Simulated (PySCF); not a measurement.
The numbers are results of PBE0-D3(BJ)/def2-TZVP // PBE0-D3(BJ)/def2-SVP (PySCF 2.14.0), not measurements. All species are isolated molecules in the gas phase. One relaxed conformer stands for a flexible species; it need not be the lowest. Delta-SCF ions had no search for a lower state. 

Reference species (SMILES): `B[SiH2][Si]([SiH3])([SiH3])[SiH3]` (neutral, multiplicity 1).

```
Property                                  Result
--------------------------------------  --------
HOMO                                    -7.58 eV
vertical ionisation energy (Delta-SCF)   9.08 eV
```

Changed species: `[SiH3][Si]([SiH2]Cl)([SiH3])[SiH3]` (Si–Si–Si–Cl torsion 59°) (one H of a SiH3 unit replaced by chloro; the reference has one H of a SiH3 unit replaced by boryl).

Question: Predict the effect on the HOMO and vertical ionisation energy (Delta-SCF).

Answer: the HOMO falls by 0.33 eV, to -7.91 eV; the vertical ionisation energy (Delta-SCF) increases by 0.37 eV, to 9.45 eV.
